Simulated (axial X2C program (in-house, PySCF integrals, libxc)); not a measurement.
# Spin–orbit effects along a row: molecules with Li (ions), PBE0

Computed with an in-house relativistic program for diatomic molecules, spin-free (one-electron X2C) or two-component (2c: spin–orbit coupling with atomic mean-field Coulomb and Gaunt terms, which also bring small scalar terms), in Dyall basis sets with cores contracted in-house; open shells are unrestricted.

Basis sets: As dyall-acv3z, Br dyall-acv3z, Ca dyall-acv3z, Cr dyall-acv3z, Cu dyall-av3z, Fe dyall-acv3z, Ga dyall-acv3z, Ge dyall-acv3z, K dyall-acv3z, Li dyall-av3z, Ni dyall-acv3z, Se dyall-acv3z, Zn dyall-acv3z.

```tsv
molecule	spin-free state	Re (Å)	ωe (cm⁻¹)	De (eV)	2c state	Re 2c (Å)	ωe 2c (cm⁻¹)	De 2c (eV)
LiK⁻	M_S = 1/2, Λ = 0	3.786	134.9	0.70	Ω = 1/2	3.786	134.9	0.70
LiCa⁻	M_S = 0, Λ = 0	3.698	155.6	0.58	Ω = 0	3.698	155.6	0.58
LiCr⁻	M_S = 3, Λ = 0	2.921	201.7	0.84	Ω = 3	2.922	201.5	0.84
LiFe⁻	M_S = 2, Λ = 2	2.754	227.3	0.67	Ω = 4	2.755	227.0	n/a
LiNi⁻	M_S = 1, Λ = 1	2.557	268.0	1.12	Ω = 3	2.445	288.6	n/a
LiCu⁻	M_S = 1/2, Λ = 0	2.459	282.3	1.19	Ω = 1/2	2.459	282.1	1.19
LiZn⁻	M_S = 0, Λ = 0	3.374	99.8	0.21	Ω = 0	3.375	99.7	0.21
LiGa⁻	M_S = 3/2, Λ = 0	2.503	318.0	n/a	Ω = 3/2	2.504	315.7	n/a
LiGe⁻	M_S = 1, Λ = 0	2.598	298.6	1.24	Ω = 1	2.598	298.5	1.24
LiAs⁻	M_S = 3/2, Λ = 0	2.526	352.0	1.57	Ω = 3/2	2.508	333.8	n/a
LiSe⁻	M_S = 0, Λ = 0	2.175	572.0	2.15	Ω = 0	2.176	569.2	2.12
LiBr⁻	M_S = 1/2, Λ = 0	2.286	433.4	1.59	Ω = 1/2	2.287	432.8	1.59
```

(1) Work out the shifts from the spin-free to the two-component result.

Fragments in 2c: K + Li-, Ca + Li-, Cr + Li-, Fe + Li-, Ni- + Li, Cu- + Li, Zn + Li-, Ga + Li-, Ge- + Li, As- + Li, Se- + Li, Br- + Li. Each entry is the lowest single determinant of a limited PBE0 search at one distance. De goes to single-determinant-based atoms at the same level (for ions the charge split of lowest energy) and is withheld (n/a) where an atom does not fit its ground term or J level. Main or longest-lived isotopes. One determinant is a doubtful description, or other states lie close, for LiK⁻, LiCa⁻, LiCr⁻, LiFe⁻, LiNi⁻, LiZn⁻, LiGa⁻, LiGe⁻, LiAs⁻; these need not be ground states, and all values refer to the states named. Some open-shell Ω = 0 determinants are out of reach, so the Ω given for LiCr⁻, LiFe⁻, LiGe⁻ need not be the lowest component. With several unpaired electrons the Ω given is that of one determinant, not necessarily of the lowest component. The functionals have no current term, which raises determinants with orbital currents. Where the atoms have a lower orbital projection than the molecule, De at mean-field level may be about a tenth of an eV too small. The lowest determinant changes configuration between the Hamiltonians for LiNi⁻, so two states are compared there.

Answers

(1) 

| molecule | 2c state | ΔRe (Å) | Δωe (cm⁻¹) | ΔDe (eV) |
| --- | --- | --- | --- | --- |
| LiK⁻ | Ω = 1/2 | 0.000 | 0.0 | 0.00 |
| LiCa⁻ | Ω = 0 | 0.000 | 0.0 | 0.00 |
| LiCr⁻ | Ω = 3 | 0.001 | -0.2 | 0.00 |
| LiFe⁻ | Ω = 4 | 0.001 | -0.3 | n/a |
| LiNi⁻ | Ω = 3 | other state | other state | n/a |
| LiCu⁻ | Ω = 1/2 | 0.000 | -0.2 | 0.00 |
| LiZn⁻ | Ω = 0 | 0.001 | -0.1 | 0.00 |
| LiGa⁻ | Ω = 3/2 | 0.001 | -2.3 | n/a |
| LiGe⁻ | Ω = 1 | 0.000 | -0.1 | 0.00 |
| LiAs⁻ | Ω = 3/2 | -0.018 | -18.2 | n/a |
| LiSe⁻ | Ω = 0 | 0.001 | -2.8 | -0.03 |
| LiBr⁻ | Ω = 1/2 | 0.001 | -0.6 | 0.00 |

Shifts of one unit in the last digit are rounding.
